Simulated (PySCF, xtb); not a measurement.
WSCl₄, SMILES [Cl][W]([Cl])([Cl])(=[S])[Cl], multiplicity 1.

GFN2-xTB (xtb 6.7.1) at its own geometry gives an orbital gap of 1.64 eV and a dipole moment of 2.14 D.

Geometry: r2SCAN-D4/def2-SVP. The spin state was assumed, not searched. The isomer is the one that the SMILES or the coordinates give; other isomers of the formula were not compared. The def2 effective core potentials stand for the cores of W; spin–orbit coupling is left out.

Question: What does B3LYP/def2-TZVP (PySCF) give? (The exact figures need the calculation; the answer reports its results.)

Answer: gap 3.95 eV (levels -8.38 and -4.43 eV), dipole 1.89 D.
